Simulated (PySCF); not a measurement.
## Cost of excited-state runs on `C=C[Si@H](N)[NH2+]C`, [C3H11N2Si]+, charge +1

Numbering as in the mapped SMILES `[CH2:1]=[CH:2][Si@H:3]([NH2:4])[NH2+:5][CH3:6]`. Each H is labelled by its parent atom. Ha(C1) is cis to Si3; Ha(N5) is pro-R; Hb(N5) is pro-S; Hb(C1) is trans to Si3.

PySCF with density fitting, on 1 thread of an Arm Neoverse V1, shared host. Command: `OMP_NUM_THREADS=1 python excited_run.py task.json out`

Task: How long does each of these runs take, and how much memory?
- magnetisability and related constants, CAM-B3LYP/pcSseg-1; isotopologues
- magnetisability and related constants, HSE06/pcseg-1; usual settings
- magnetisability and related constants, PBE/cc-pVDZ; grid level 1; level shift 0.1 Eh

Result: 
| run | level | basis functions | wall time | peak memory (GiB) |
| --- | --- | --- | --- | --- |
| magnetisability and related constants | CAM-B3LYP/pcSseg-1 | 164 | 30 s | 0.8 |
| magnetisability and related constants | HSE06/pcseg-1 | 143 | 35 s | 0.79 |
| magnetisability and related constants | PBE/cc-pVDZ | 143 | 19 s | 0.62 |

Times from a shared host are rough.
